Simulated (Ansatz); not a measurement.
`C[S][Ge][F]` + `O[SiH3]` → `[F][Ge][O][SiH3]` + CH₃SH at 400 K and 1 bar (ligand exchange at a Ge–S bond).

Computed with Ansatz on PBE0-D4/def2-TZVP structures; ΔE is electronic, products minus reactants. CCSD(T)/CBS adds triple-zeta CCSD(T) − MP2 to the extrapolated MP2 energy (def2 sets, frozen cores). This one scheme is used for every species. For Ge outer-core shells are correlated without core-valence functions, which leaves a few kJ/mol of doubt a bond. Scalar relativity is left out up to krypton. One conformer a species, not always the lowest.

```tsv
species	CCSD(T)/CBS energy (Eh)	H − E (kJ/mol)	S (J/(mol·K))
`C[S][Ge][F]`	-2613.59497	135.2	360.1
`O[SiH3]`	-366.69042	120.0	276.4
`[F][Ge][O][SiH3]`	-2542.06230	110.7	372.4
CH₃SH	-438.22835	138.7	269.4
```

H − E and S are ideal-gas, rigid-rotor, harmonic terms from PBE0-D4/def2-TZVP, for one conformer and one mirror image of each species. 1 Eh = 2625.50 kJ/mol, R = 8.31446 J/(mol·K).

Q: By hand: ΔE, ΔH, ΔS and ΔG.

A: ΔE = (-2542.06230) + (-438.22835) − (-2613.59497) − (-366.69042) = -0.00526 Eh = -13.8 kJ/mol. Δ(H − E) = 110.7 + 138.7 − 135.2 − 120.0 = -5.8, so ΔH = -19.6 kJ/mol. ΔS = 372.4 + 269.4 − 360.1 − 276.4 = 5.3 J/(mol·K). ΔG = -19.6 − 400 × (5.3)/1000 = -21.7 kJ/mol.

Q: By hand: the equilibrium constant, and the temperature at which ΔG would vanish if ΔH and ΔS stayed fixed.

A: log₁₀ K = −ΔG/(RT ln 10) = 2.8. ΔH and −TΔS have one sign here, so there is no such temperature.

The number of gas molecules stays the same, so ΔS is small and ΔH decides. A doubt of 5 kJ/mol in ΔE shifts log₁₀ K by 0.7 here. Other conformers and mirror images would add mixing entropy, several J/(mol·K) or more a flexible species. These are equilibria of isolated gas molecules and say nothing of rates. Largest T1 diagnostic: 0.015 (customary marks: 0.02 for closed shells, 0.045 for open ones).

ΔS is within the doubt of such terms, so its sign, and with it that verdict, could turn.
